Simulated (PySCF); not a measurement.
C10H7N3, SMILES C1=CC2=CC=CC3=NC=NC(=C1)N23. Heavy atoms are numbered as in [CH:1]1=[CH:12][C:11]2=[N:10][CH:9]=[N:8][C:7]3=[CH:6][CH:5]=[CH:4][C:3](=[CH:2]1)[N:13]32. Hydrogens are named by the atom that carries them.

The structure is a stationary point at PBE0-D3(BJ)/def2-SVP.

Calculation: PBE/pcSseg-1 (PySCF).

GIAO shieldings, no solvent; atoms alike by connectivity are averaged. δ = σ(ref) − σ: ¹³C against TMS (σ = 182.0 ppm); ¹⁵N against NH3 (σ = 267.0 ppm); ¹H against TMS (σ = 31.49 ppm), references at their B3LYP-D3(BJ)/def2-TZVP geometries, non-relativistic.

```
nucleus    atoms  count  δ (ppm)
-------  -------  -----  -------
¹³C      C9 (CH)      1    170.1
¹³C           C7      2    165.2
¹³C           C3      1    155.2
¹³C      C1 (CH)      2    145.6
¹³C      C2 (CH)      2    116.0
¹³C      C6 (CH)      2    113.2
¹⁵N           N8      2    262.6
¹⁵N          N13      1    240.1
¹H       H on C9      1     5.88
¹H       H on C1      2     5.77
¹H       H on C2      2     4.64
¹H       H on C6      2     4.38
```
